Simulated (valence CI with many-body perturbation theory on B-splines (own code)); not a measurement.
Results of a calculation; reference values are marked as such.
# Hyperfine factors and g values of Tb34+

Method: valence CI with perturbative core correlation (CI+MBPT): three valence electrons over a frozen Dirac-Fock core [Ar] 3d10, radial functions for each j: 11 s, 11 p, 10 d, 8 f, 5 g, 2 h, with the one-electron correlation potential Σ1 (screened to all orders), the two-electron term Σ2, the three-electron term Σ3, Breit, model QED; selected single and double excitations, second order for the rest, scaled by the run's own slope (own B-spline code, finite nucleus).

The last digits are not significant, and no measured levels were compared; by estimate large intervals hold to a few tenths of a per cent, small ones and those within an open d or f shell to about a per cent.

A/g_I is the dipole constant over the nuclear g factor μ/I (μ in nuclear magnetons, uniformly magnetised nucleus), B/Q the quadrupole constant per barn. Both hold the static response of the core; the bare values leave it out. Large factors of s and p1/2 electrons are usually good to 5 to 10 %; those of open d and f shells near neutrality can be off by tens of per cent, and small factors of p3/2, d and f electrons come from cancelling terms and can be off by a factor of two or in sign, in half-filled shells by more. B is blank for J = 1/2, where it vanishes, and for nearly pure S terms. Energies count from the lowest level.

Levels are named by their leading jj configuration (3d3/2^4 stands for four electrons in 3d with j = 3/2), which in mixed levels can hold well under half, so a name can repeat and another be missing. Letters in brackets count levels of one name in rising energy.

```
                     Level  E (cm⁻¹)      g  A/g_I (MHz)  A/g_I bare  B/Q (MHz/b)  B/Q bare
        (4s^2 4p1/2) J=1/2         0  0.661       257000      248000                       
        (4s^2 4p3/2) J=3/2    393690  1.331        35100       33600        67800     65200
        (4s 4p1/2^2) J=1/2    601450  2.295       770000      741000                       
(4s 4p1/2 4p3/2) J=3/2 [a]    915440  1.675       199000      192000        54900     52800
    (4s 4p1/2 4p3/2) J=5/2    968630  1.383       232000      224000        35200     33800
(4s 4p1/2 4p3/2) J=3/2 [b]   1047200  0.949        -1290       -1190        53500     51500
    (4s 4p1/2 4p3/2) J=1/2   1071100  1.192      -227000     -219000                       
        (4s 4p3/2^2) J=5/2   1330200  1.403       178000      171000        23100     22300
        (4s^2 4d3/2) J=3/2   1415200  0.951       -17600      -16600       -10800    -10200
        (4s 4p3/2^2) J=1/2   1465300  1.840       811000      781000                       
        (4s 4p3/2^2) J=3/2   1506500  1.080       -84000      -80700        -4700     -4540
        (4s^2 4d5/2) J=5/2   1531600  1.206        27300       26700        23700     23100
     (4p1/2^2 4p3/2) J=3/2   1660300  1.333        30100       29400        62500     60100
(4s 4p1/2 4d3/2) J=3/2 [a]   1904600  0.516       -73500      -70500        14500     14100
    (4s 4p1/2 4d3/2) J=5/2   1937200  1.075       192000      185000        -6540     -6100
     (4p1/2 4p3/2^2) J=3/2   1991700  1.389         4400        4700        -2880     -2740
     (4p1/2 4p3/2^2) J=5/2   2008300  1.161        37000       36000        -2400     -2230
    (4s 4p1/2 4d3/2) J=1/2   2032600  0.369      -316000     -304000                       
(4s 4p1/2 4d3/2) J=3/2 [b]   2037400  1.334       107000      104000         8380      8080
(4s 4p1/2 4d5/2) J=5/2 [a]   2057800  1.418       129000      125000        15200     14700
    (4s 4p1/2 4d5/2) J=7/2   2064300  1.255       151000      146000        -1370     -1100
     (4p1/2 4p3/2^2) J=1/2   2093800  0.661       247000      237000                       
(4s 4p1/2 4d5/2) J=5/2 [b]   2148800  0.968        15600       15400        37500     36300
    (4s 4p1/2 4d5/2) J=3/2   2179800  1.055       -81900      -78300        18600     18000
(4s 4p3/2 4d3/2) J=3/2 [a]   2353100  1.342       150000      144000       -10400    -10100
(4s 4p3/2 4d3/2) J=5/2 [a]   2355000  1.269       126000      122000        15500     14900
(4s 4p3/2 4d3/2) J=1/2 [a]   2356200  2.347       429000      413000                       
    (4s 4p3/2 4d3/2) J=7/2   2367300  1.307       123000      119000        44600     43000
    (4s 4p3/2 4d5/2) J=9/2   2367500  1.331       107000      103000        82800     79800
       (4p3/2^3) J=3/2 [a]   2399300  1.357       -20500      -19000       -46500    -44700
(4s 4p3/2 4d3/2) J=3/2 [b]   2437400  0.965       -22200      -21100       -37800    -36400
(4s 4p3/2 4d5/2) J=5/2 [a]   2445700  1.338       163000      157000       -35400    -34000
(4s 4p3/2 4d3/2) J=5/2 [b]   2460500  0.906       -30900      -29400        39800     38300
(4s 4p3/2 4d5/2) J=7/2 [a]   2497000  1.226       104000      100000        21500     20700
(4s 4p3/2 4d5/2) J=7/2 [b]   2501400  1.144       -40200      -38300        77900     75200
(4s 4p3/2 4d3/2) J=1/2 [b]   2509500  0.596        47600       46400                       
    (4s 4p3/2 4d5/2) J=1/2   2574400  0.677      -190000     -182000                       
(4s 4p3/2 4d5/2) J=5/2 [b]   2598000  1.118       -46800      -44600       -23800    -22900
    (4s 4p3/2 4d5/2) J=3/2   2598900  1.306       182000      176000        20600     19900
       (4p3/2^3) J=3/2 [b]   2621700  1.110        14900       14700       -56600    -54500
```

**Question.** Take the isotope of mass number 159, with I = 3/2, μ = 2.009 μN and Q = 1.432 b. What is the hyperfine structure of (4s 4p1/2 4p3/2) J=5/2?

**Answer.** From the table A = 311000 MHz, B = 50400 MHz. Shifts from the centre of gravity in MHz: F = 1: -1600000, F = 2: -1020000, F = 3: -105000, F = 4: 1180000.
